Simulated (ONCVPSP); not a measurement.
tantalum: one change to an ONCV potential, before and after

| Item | Value |
| --- | --- |
| Element | tantalum (Ta) |
| Generator | ONCVPSP 4.0.1 |
| Type | optimised norm-conserving Vanderbilt (ONCV) |
| Functional | LDA (Perdew-Zunger) |
| Relativity | scalar-relativistic |
| Frozen core | [Kr] 4d10 4f14 |
| Valence charge | 13 |
| Reference configuration | 5s2 5p6 5d3 6s1 (charge +1) |
| Partial waves | 5s+6s: rc 1.85 bohr, ncon 3, nbas 6, qcut 5.2 1/bohr, 2 projectors; 5p: rc 1.85 bohr, ncon 4, nbas 7, qcut 6.1 1/bohr, 2 projectors, debl 2.6 Ha; 5d: rc 2.15 bohr, ncon 3, nbas 8, qcut 8.4 1/bohr, 1 projector |
| Local potential | polynomial inside 1.50 bohr (lpopt 5, dvloc0 6 Ha) |
| Core correction | Teter function, fcfact 2.25, rcfact 1.4 |

All-electron outer shells of the reference configuration (LDA (Perdew-Zunger), scalar-relativistic, ld1.x):

```tsv
shell	level (eV)	outermost node (bohr)	outermost maximum (bohr)
5s	-80.48	0.54	0.98
5p	-46.86	0.58	1.13
4f	-32.23	–	0.44
6s	-11.91	1.32	2.64
5d	-10.76	0.65	1.58
```

Change: s: qcut 4.2; p: qcut 4.9; d: qcut 6.7.

Cutoffs: the cutoffs (Ha) at which the residual kinetic energy of the hardest occupied pseudo-wave falls to 1 and 0.1 mHa per electron; they do not see the model core or the augmentation charge, which bear on the density cutoff. Errors are all-electron minus pseudo energies relative to the spin-unpolarised reference configuration.

Task: Predict the effect on cutoff, ghosts and configuration errors.

Result: The potential gets neither clearly harder nor softer (14 Ha and 17 Ha → 13 Ha and 33 Ha); the d channel sets the loose cutoff, while the largest relative change is in s, which becomes softer; the errors of the 4 common tests hardly move; the range in which the d phases agree widens (upper end 2.0 → at the end of the scan); neither file shows a bound ghost.

```tsv
quantity	base	changed
cutoff, loose	14 Ha	13 Ha
cutoff, tight	17 Ha	33 Ha
loose cutoff by channel	s 10 Ha, p 10 Ha, d 14 Ha	s 8.5 Ha, p 10 Ha, d 13 Ha
bound ghosts	none	none
GHOST(+) flags under 300 eV	none	none
error for 5s2 5p6 5d3 6s2, meV [ΔE -8.70 eV]	+2.3	+2.0
error for 5s2 5p6 5d3 6s0, meV [ΔE 15.31 eV]	-5.1	-5.7
error for 5s2 5p6 5d2 6s0, meV [ΔE 39.24 eV]	-14	-14
error for 5s2 5p6 5d1 6s0, meV [ΔE 74.60 eV]	-64	-61
s: phases at 1.88 bohr within 0.05 rad from the reference energy up to (Ha; the scan ends near 5)	4.8	4.2
p: phases at 1.88 bohr within 0.05 rad from the reference energy up to (Ha; the scan ends near 5)	to the end of the scan	to the end of the scan
d: phases at 2.18 bohr within 0.05 rad from the reference energy up to (Ha; the scan ends near 5)	2.0	to the end of the scan
rms error of d²Exc/dni dnj with the model core, mHa	3.27	3.47
```
